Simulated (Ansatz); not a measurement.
`[Cl][In]([Cl])[Br]` and `C#[C][In]([Cl])[Cl]` differ in one atom or group.

Ansatz, PBE0-D4/def2-TZVP geometries, multiplicity 1. 

Elements past krypton have def2 core potentials. Scalar relativity is left out up to krypton. Spin–orbit coupling is left out; it splits and shifts lone-pair levels of the heavy atoms by tenths of an eV.

```
                                                                                  property  `[Cl][In]([Cl])[Br]`
                                                        HOMO energy (PBE0/def2-TZVPP) / eV                 -8.98
                                                   HOMO–LUMO gap (ωB97M-V/def2-TZVPP) / eV                 10.22
                                                       LUMO energy (B3LYP/def2-TZVPP) / eV                 -3.22
                                                     HOMO energy (ωB97M-V/def2-TZVPP) / eV                -11.19
                                                     HOMO–LUMO gap (B3LYP/def2-TZVPP) / eV                  5.47
ideal-gas entropy at 298 K and 1 bar (rigid rotor, harmonic PBE0-D4/def2-TZVP) / J/(mol·K)                   361
```

Problem. Give the same properties after the change, and the shifts. (Best estimate.)

Solution. Computed: 
```tsv
property	`C#[C][In]([Cl])[Cl]`	shift
HOMO energy (PBE0/def2-TZVPP) / eV	-8.84	0.14
HOMO–LUMO gap (ωB97M-V/def2-TZVPP) / eV	10.74	0.52
LUMO energy (B3LYP/def2-TZVPP) / eV	-2.32	0.90
HOMO energy (ωB97M-V/def2-TZVPP) / eV	-11.11	0.08
HOMO–LUMO gap (B3LYP/def2-TZVPP) / eV	6.25	0.78
ideal-gas entropy at 298 K and 1 bar (rigid rotor, harmonic PBE0-D4/def2-TZVP) / J/(mol·K)	370	9
```

With PBE0 the HOMO rises by 0.14 eV and the LUMO rises by 0.86 eV, so the gap widens by about 0.72 eV. PBE moves the HOMO by 0.07 eV and ωB97M-V by 0.08 eV. The zero-point energy changes by 46.0 kJ/mol with +6 modes.

B3LYP here is the variant with VWN-RPA as its local correlation; programs differ in this.
